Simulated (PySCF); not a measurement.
H3NO3S, SMILES NS(=O)(=O)O.

Coordinates come from a r2SCAN-D4/def2-SVP optimisation. One conformer was computed; it need not be the lowest.

Two levels are set side by side: TDA-PBE/def2-SVPD (PySCF) and TDA-PBE0/def2-SVPD (PySCF). Vertical, same geometry. The lowest singlet is HOMO→LUMO 99 % with PBE and HOMO→LUMO 93 % with the other functional; states are paired by order. Differences are taken from unrounded values.

```
quantity                               TDA-PBE0  TDA-PBE  TDA-PBE minus TDA-PBE0
-------------------------------------  --------  -------  ----------------------
lowest singlet excitation (eV)             7.38     6.30                   -1.08
lowest triplet excitation (TDA) (eV)       7.03     6.11                   -0.92
first bright state (f over 0.05) (eV)      8.65     7.67                   -0.98
its oscillator strength                    0.07     0.06                    0.00
```

Functionals without exact exchange tend to place singlet excitations lower, as here. Differences between two approximate levels are no errors against the true value.

Rough cost on one machine, each run with all the roots and properties that it gave: TDA-PBE0 against TDA-PBE about 2 times.
